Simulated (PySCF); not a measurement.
Compound: C₇H₁₂.
Numbering: `[CH3:1][CH:2]1[CH2:3][C:4]2([CH2:5][CH2:6]2)[CH2:7]1` (hydrogens: H8, H9, H10 on C1; H11 on C2; H12, H13 on C3; H14, H15 on C5; H16, H17 on C6; H18, H19 on C7)

Cartesian coordinates in Å at the GFN2-xTB level; atoms count from 1:
```xyz
19
C7H12 angstrom
C      2.4195    0.0575    0.5409
C      1.2465   -0.4150   -0.2982
C      0.2931    0.6959   -0.7884
C     -0.8387    0.0264   -0.0269
C     -2.2513   -0.1386   -0.4812
C     -1.9380    0.7014    0.7251
C      0.0873   -1.0620    0.4900
H      2.0729    0.6899    1.3554
H      2.9501   -0.7924    0.9659
H      3.1176    0.6289   -0.0679
H      1.6087   -1.0479   -1.1103
H      0.5481    1.6915   -0.4264
H      0.1548    0.7396   -1.8680
H     -2.5608    0.3645   -1.3854
H     -2.7318   -1.0937   -0.3275
H     -2.2047    0.3159    1.6980
H     -2.0357    1.7736    0.6390
H     -0.1742   -2.0718    0.1760
H      0.2266   -1.0542    1.5706
```

Jobs on this species (19 atoms, 54 electrons) with PySCF (density fitting). Hardware of each: an Arm Neoverse N1 with one thread, shared host. Other jobs ran on the host; a repeat could differ by tens of per cent or more. Peak memory is the resident size of the whole Python process, interpreter and libraries included.

```csv
level and settings,work,basis functions,SCF cycles,wall time,peak memory
"OLYP/6-31G, fitting basis def2-universal-jkfit, start guess sap","shieldings, ring-centre shieldings, charges and field gradients",87,?,?,?
PBE0/pcSseg-1,"shieldings, ring-centre shieldings, charges and field gradients, density and orbital grids written",179,?,?,?
X3LYP/6-31G-J,"spin–spin couplings from 19 perturbed nuclei, spin–dipole term left out",132,12,34 s,0.86 GiB
PBE0/def2-SVPD,"6 singlets by full TDDFT, 2 Tamm–Dancoff triplets, polarisability, density and orbital grids written",236,12,70 s,0.97 GiB
"B3LYP/pcSseg-1, energy threshold 1e-07 Eh","shieldings, ring-centre shieldings, charges and field gradients",179,8,37 s,0.91 GiB
"revPBE/6-31G, grid level 4","spin–spin couplings from 19 perturbed nuclei, spin–dipole term left out",87,12,35 s,0.50 GiB
"BP86/def2-SVPD, energy threshold 1e-07 Eh","25 singlets by full TDDFT, polarisability",236,8,88 s,0.67 GiB
```

Question: Fill in the missing figures.

Answer: 
- OLYP/6-31G, fitting basis def2-universal-jkfit, start guess sap; shieldings, ring-centre shieldings, charges and field gradients: 28 s, 0.64 GiB, 14 SCF cycles
- PBE0/pcSseg-1; shieldings, ring-centre shieldings, charges and field gradients, density and orbital grids written: 46 s, 0.90 GiB, 12 SCF cycles

Question: What do all jobs in the table cost together?

Answer: About 5.6 min; the longest takes about 26 % of that, and about 3.1 times as long as the shortest.
